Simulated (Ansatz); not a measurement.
The cluster Sb3⁺, relaxed as a singlet with RKS PBE-D4/def2-SVP in Ansatz, starting from the GFN2-xTB geometry. Force threshold 0.02 eV/Å.

In the def2 sets Sb takes a core potential; there is no spin–orbit coupling. The structure comes from a short search, and lower isomers may exist.

Start:

```xyz
3

Sb   -1.199    1.029    0.260
Sb    1.516    0.467    0.220
Sb   -0.317   -1.495   -0.479
```

(1) Estimate the energy that the relaxation releases and the steps that it takes.

(2) Does the start keep its bonding and symmetry?

(3) Predict the relaxed structure.

## Answers

(1) 0.0 kcal/mol, in 3 steps; 2.6 s on 4 threads of Arm Neoverse V1 on a shared host. No frequencies were taken in this run, so the end may be a saddle point.

(2) By distances, no bond broke or formed. The bond that changes most is Sb2–Sb3, from 2.77 to 2.76 Å (atoms count from 1). Point group D3h at the start, D3h at the end, both within 0.05 Å.

(3) 
```csv
atom,x (Å),y (Å),z (Å)
Sb1,-1.195,1.024,0.258
Sb2,1.510,0.464,0.219
Sb3,-0.315,-1.489,-0.477
```
Bond lengths: 3 × Sb–Sb 2.76 Å.
